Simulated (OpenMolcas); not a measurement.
Hf II: effect of the active space

* Program: OpenMolcas
* Method: CASSCF
* Basis: ANO-RCC-VQZP
* Scalar Hamiltonian: DKH2, point nucleus
* Spin-orbit coupling: state interaction with AMFI integrals over the reference wave functions, term energies averaged over their components

A. 3 electrons in 6 orbitals (5d 6s); 2S+1 = 2 even, 65 roots; 2S+1 = 4 even, 20 roots kept (CI in the orbitals of an earlier block); cost roughly 100 core-seconds
B. 3 electrons in 11 orbitals (5d 6s 6d); 2S+1 = 2 even, 29 roots; 2S+1 = 4 even, 17 roots kept (CI in the orbitals of an earlier block); cost roughly 30 core-seconds

Energies in cm-1 above 5d 6s2 2D 3/2, the measured ground level; measured values from NIST Handbook of Basic Atomic Spectroscopic Data.

| Level | A | B | Measured |
| --- | --- | --- | --- |
| 5d2 6s 4F 3/2 [61 %] | -2273 | 1981 | 3645 |
| 5d2 6s 4F 5/2 | -713 | 2077 | 4905 |
| 5d 6s2 2D 3/2 [62 %] | 0.0 | 0.0 | 0.0 |
| 5d2 6s 4F 7/2 | 1330 | 4374 | 6344 |
| 5d 6s2 2D 5/2 | 2076 | 4437 | 3051 |
| 5d2 6s 4F 9/2 | 3420 | 6674 | 8362 |
| 5d2 6s 4P 1/2 | 8296 | 11682 |  |
| 5d2 6s 4P 3/2 | 9287 | 12328 |  |
| 5d2 6s 2P 1/2 | 11538 | 14149 |  |
| 5d2 6s 2P 3/2 [66 %] | 11900 | 14515 |  |
| 5d3 4F 3/2 | 13229 | 16809 |  |
| 5d2 6s 2F 7/2 [54 %] | 13307 | 15818 |  |
| 5d3 4F 5/2 | 14492 | 17945 |  |
| 5d2 6s 2G 9/2 | 14533 | 17506 |  |
| 5d2 6s 2D 3/2 [64 %] | 16072 | 18653 |  |
| 5d3 4F 7/2 | 16541 | 19807 |  |
| 5d2 6s 2D 5/2 | 16726 | 19172 |  |

A puts 5d2 6s 4F 3/2 [68 %] lowest.

Deviations, from unrounded energies. A percentage is the sum of absolute deviations over the sum of measured energies, with the sign that they share, or ± where signs differ.

| Against measurement | Levels | A | B |
| --- | --- | --- | --- |
| mean absolute deviation (cm-1) | 5 | 4500 | 1900 |
| fine structure of the ground term (%) | 1 | -31.9 | +45.4 |
| other configurations (%) | 4 | -92.4 | -35.0 |

B lies closest to measurement on these levels. The largest miss of B in the table is 5d2 6s 4F 5/2, by -2800 cm-1. The ranking rests on the paired levels alone, and a cruder setting can come out closer through cancelling errors.

Between A and B the level of the table that moves most is 5d2 6s 4F 3/2 [61 %], by 4300 cm-1 (lowest in A, highest in B).

Without dynamic correlation excited terms often stand tens of per cent too high (terms of higher spin than the ground term too low), and those without a measured partner can miss by more than the paired ones. Some levels mix across a computed gap that differs much from the measured one, so their mixing is not that of the real levels. Terms from blocks run as CI alone lack orbitals of their own. The lowest computed level is not the ground level that NIST lists (2D3/2) (holds for A). Configurations are named by rounded mean occupations; where the s occupation lies near a half they are strongly mixed, a name can repeat and a true partner stay unpaired (holds for A). A single d shell beside an s shell can misplace configurations of different d count against each other (holds for A). The lowest spin-free term belongs to 5d 6s2, not to the configuration of the lowest level (holds for A). Active for correlation alone: 6d; no level in the range computed is led by a configuration that fills it, so any true level of that kind is missing (holds for B). Measured partners are found by configuration, term and J. A level has none where our copy of the source lacks it or the pairing is in doubt (some pairs that miss far off the trend of their configuration count as doubtful), and it then counts in no deviation. Only configurations of the active space appear. Levels that lie high or do not pair safely by name in every column are left out.

A share in square brackets marks a mixed level and gives the weight of the term that names it, the lowest over the columns.
